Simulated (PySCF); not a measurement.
## `CCO[SiH2]O[SiH2]C`, C₃H₁₂O₂Si₂

Geometry:
```json
{"atom": "C1", "x (Å)": "3.275", "y (Å)": "0.798", "z (Å)": "0.209"}
{"atom": "C2", "x (Å)": "2.633", "y (Å)": "-0.302", "z (Å)": "-0.623"}
{"atom": "O3", "x (Å)": "1.240", "y (Å)": "-0.186", "z (Å)": "-0.575"}
{"atom": "Si4", "x (Å)": "0.125", "y (Å)": "-1.347", "z (Å)": "-0.478"}
{"atom": "O5", "x (Å)": "-1.270", "y (Å)": "-0.561", "z (Å)": "-0.344"}
{"atom": "Si6", "x (Å)": "-2.657", "y (Å)": "0.208", "z (Å)": "-0.666"}
{"atom": "C7", "x (Å)": "-3.388", "y (Å)": "0.773", "z (Å)": "0.989"}
{"atom": "H8", "x (Å)": "4.358", "y (Å)": "0.732", "z (Å)": "0.144"}
{"atom": "H9", "x (Å)": "2.955", "y (Å)": "1.771", "z (Å)": "-0.155"}
{"atom": "H10", "x (Å)": "2.972", "y (Å)": "0.702", "z (Å)": "1.249"}
{"atom": "H11", "x (Å)": "2.950", "y (Å)": "-0.219", "z (Å)": "-1.670"}
{"atom": "H12", "x (Å)": "2.945", "y (Å)": "-1.286", "z (Å)": "-0.253"}
{"atom": "H13", "x (Å)": "0.267", "y (Å)": "-2.139", "z (Å)": "0.743"}
{"atom": "H14", "x (Å)": "0.100", "y (Å)": "-2.173", "z (Å)": "-1.686"}
{"atom": "H15", "x (Å)": "-2.368", "y (Å)": "1.341", "z (Å)": "-1.548"}
{"atom": "H16", "x (Å)": "-3.524", "y (Å)": "-0.773", "z (Å)": "-1.328"}
{"atom": "H17", "x (Å)": "-2.727", "y (Å)": "1.469", "z (Å)": "1.499"}
{"atom": "H18", "x (Å)": "-3.553", "y (Å)": "-0.069", "z (Å)": "1.656"}
{"atom": "H19", "x (Å)": "-4.343", "y (Å)": "1.271", "z (Å)": "0.843"}
```

The calculation used GIAO LDA/MINI magnetisability, rotational g tensor and spin-rotation constants, non-relativistic, gas phase in PySCF 2.14.0. Geometry: GFN2-xTB.

Task: What are the magnetisability and the molar susceptibility?

Result: Isotropic -1686 × 10⁻³⁰ J/T², or -101.5 × 10⁻⁶ cm³/mol; principal values -1735, -1695, -1629 × 10⁻³⁰ J/T², anisotropy 93 × 10⁻³⁰ J/T² (root of half the summed squared differences of the principal values). The susceptibility is in cgs units.

Task: Split it along the inertial axes a, b, c into diamagnetic and paramagnetic parts about the centre of mass, with the quadrupole moment.

Result: 
```csv
axis,χ (10⁻⁶ cm³/mol),diamagnetic (10⁻⁶ cm³/mol),paramagnetic (10⁻⁶ cm³/mol),summed x² of all electrons (Å²),quadrupole Θ (D Å)
a,-103.7,-496.3,392.6,419.6,+7.44
b,-101.4,-1942.6,1841.2,78.7,-3.58
c,-99.5,-2114.1,2014.6,38.3,-3.86
```
Anisotropies 2χaa − χbb − χcc = -6.5 and 2χbb − χaa − χcc = +0.5 × 10⁻⁶ cm³/mol. Θ is traceless in Buckingham's convention.

Task: And the rotational g tensor?

Result: 
| axis | rotational constant (GHz) | g | nuclear part | electronic part |
| --- | --- | --- | --- | --- |
| a | 3.7505 | -0.0393 | 0.6524 | -0.6917 |
| b | 0.6888 | -0.0059 | 0.5899 | -0.5958 |
| c | 0.6297 | -0.0059 | 0.5901 | -0.5960 |

Asymmetric top; isotopes 12C, 1H, 16O, 28Si; no vibrational averaging.
